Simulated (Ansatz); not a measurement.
Rb₃Br₃⁺, relaxed as a doublet with UKS PBE-D4/def2-SVP in Ansatz, starting from the GFN2-xTB geometry. Force threshold 0.02 eV/Å.

In the def2 sets Rb takes a core potential; there is no spin–orbit coupling. An occupied level of the charge 1 doublet lies above an empty one (by up to 0.00 eV), so this SCF solution is probably not the lowest. The gap within one spin of the charge 1 doublet nearly closes, so an electron or hole may be smeared out by delocalisation error. The relaxation made no stability test and no search for a lower SCF solution. The structure comes from a short search, and lower isomers may exist.

Start:

```
atom   x (Å)   y (Å)   z (Å)
 Rb1  -2.203   1.278   2.865
 Rb2   0.313  -3.681  -0.718
 Rb3   1.383   1.725  -1.464
 Br4  -0.675   2.956   0.664
 Br5  -0.600  -0.932   0.924
 Br6   1.783  -1.345  -2.271
```

```csv
step,energy (eV),largest force component (eV/Å),SCF passes
1,-212051.6202,0.138,43
2,-212051.6374,0.081,29
3,-212051.6540,0.066,28
4,-212051.6693,0.099,30
5,-212051.7012,0.094,30
6,-212051.7332,0.112,37
7,-212051.7698,0.057,61
8,-212051.7794,0.059,53
9,-212051.7830,0.030,40
10,-212051.7864,0.018,35
11,-212051.7884,0.009,33
12,-212051.7891,0.009,33
13,-212051.7902,0.020,31
```

Force components are those of the run's own axes.

End:

Cartesian coordinates in Å:
```
Rb -2.4827 1.5282 3.1938
Rb 0.3568 -3.1346 -0.6762
Rb 1.7212 1.9248 -2.0358
Br -0.4281 1.8489 0.6173
Br -1.1668 -0.9783 1.4736
Br 1.9997 -1.1891 -2.5728
```

By distances, no bond broke or formed. The bond that changes most is Rb3–Br4, from 3.21 to 3.42 Å (atoms count from 1).

The force fell under the threshold at step 10, but the optimiser went on and released 0.004 eV more. No frequencies were taken in this run, so the end may be a saddle point.

Hardware: 4 threads of Arm Neoverse V2 on a shared host. Wall time 77 s.
